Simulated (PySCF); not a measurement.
Run record: geometry optimisation, `C#C[Si@@H](C)Br`.

Computed with PBE0-D3(BJ)/def2-SVP geometry optimisation, gas phase (PySCF 2.14.0). Start geometry: GFN2-xTB. The command runs a driver script over a list of jobs; the input below is this job's line of settings and its coordinates in Å.

Command:
```bash
OMP_NUM_THREADS=1 python probes_run.py task.json out
```

Input:
```
{"job": {"xc": "PBE0", "basis": "def2-SVP", "d3": "d3bj", "grid": 1, "shake": 0.01, "kind": "geom"}, "charge": 0, "multiplicity": 1}
C      2.496630     0.113170    -0.691040
C      1.479920     0.119220    -0.016710
Si    -0.041270     0.045470     1.040100
C     -1.561380     0.103630     0.000240
Br     0.045780    -1.949760     2.071080
H      3.336940     0.163330    -1.296900
H      0.045070     1.038400     2.115120
H     -1.651230     1.043580    -0.546000
H     -1.615260    -0.702540    -0.703040
H     -2.484770     0.004580     0.634860
```

Output:
```
step   0  E = -2979.92226414  max force = 0.034635
step   1  E = -2979.92205502  max force = 0.036341
step   2  E = -2979.92511947  max force = 0.008749
step   3  E = -2979.92588486  max force = 0.006548
step   4  E = -2979.92600588  max force = 0.001198
step   5  E = -2979.92602152  max force = 0.000529
step   6  E = -2979.92604058  max force = 0.000990
step   7  E = -2979.92605314  max force = 0.000802
step   8  E = -2979.92606723  max force = 0.000638
step   9  E = -2979.92607386  max force = 0.000347
optimisation converged
```

Energies in Eh; «max force» is the largest Cartesian gradient component in Eh/bohr.

**Question.** How much energy does the optimisation release, in kJ/mol?

**Answer.** E(step 0) − E(last step) = 0.003810 Eh, which is 10.0 kJ/mol.

**Question.** Give the first gradient maximum in eV/Å.

**Answer.** With 1 Eh/bohr = 51.422 eV/Å, 1.781 eV/Å.

Main results: final energy -2979.92607 Eh after 9 steps; dipole 2.05 D.

**Question.** Give the final coordinates.

**Answer.** 0.055 Å rms from the input after alignment:
```
atom  x, y, z in Å
C1     1.7730    0.9083   -1.4802
C2     1.1893    0.5158   -0.4870
Si3    0.2888   -0.0726    0.9946
C4    -1.5118   -0.3414    0.6007
Br5    1.1931   -2.0065    1.6552
H6     2.2929    1.2547   -2.3561
H7     0.4908    0.9009    2.1013
H8    -1.9647    0.6021    0.2576
H9    -1.6170   -1.0912   -0.1973
H10   -2.0547   -0.6947    1.4899
```

Time: 59 s wall; peak memory 0.48 GiB. Hardware: Arm Neoverse V1, one thread (shared host).
Labels such as C1 count atoms from 1, the log's own numbers from 0.
